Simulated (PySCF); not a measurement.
Theory: core-valence-separated Tamm–Dancoff BHandHLYP/aug-pcX-1 (pcseg-1 on H, def2-SVPD on Ge, def2-SVPD on Si) in PySCF, non-relativistic, gas phase, PBE0-D3(BJ)/def2-SVP geometry. The energies are unshifted.

Main lines of an unknown, eV (oscillator strength): O K: 532.1 (0.045), 532.5 (0.021), 532.5 (0.022), 535.0 (0.013); B K: 188.7 (0.082), 192.5 (0.029), 193.1 (0.008). Listed: the first five lines at most of each edge with a tenth or more of its strongest line's intensity; roots within 0.03 eV on the same or equivalent atoms are summed. Only the lowest roots were sought, and the top ones are left out.

**Question.** Which candidate gives them?
A. `OB(O)[Si@H]([SiH3])[GeH3]`
B. `OB(O)[SiH2][SiH2][GeH3]`

**Answer.** A. 

- `OB(O)[Si@H]([SiH3])[GeH3]`: O K: 532.1 (0.045), 532.5 (0.021), 532.5 (0.022), 535.0 (0.013); B K: 188.7 (0.082), 192.5 (0.029), 193.1 (0.008). First O line listed at 532.1 eV, hole on the boron-bound oxygen; first B line listed at 188.7 eV, hole on the three-coordinate boron.
- `OB(O)[SiH2][SiH2][GeH3]`: O K: 532.1 (0.022), 532.1 (0.024), 532.4 (0.021), 532.5 (0.022), 534.9 (0.009); B K: 188.6 (0.082), 192.1 (0.013), 192.5 (0.015), 192.9 (0.011). First O line listed at 532.1 eV, hole on the boron-bound oxygen; first B line listed at 188.6 eV, hole on the three-coordinate boron.

One conformer each; other structures than these candidates weren't tested.

The values belong to the conformer `[OH:1][B:2]([OH:3])[Si@H:4]([SiH3:5])[GeH3:6]`: O1–B2–Si4–Si5 120°, H–O1–B2–O3 0°, H–O3–B2–O1 1°.
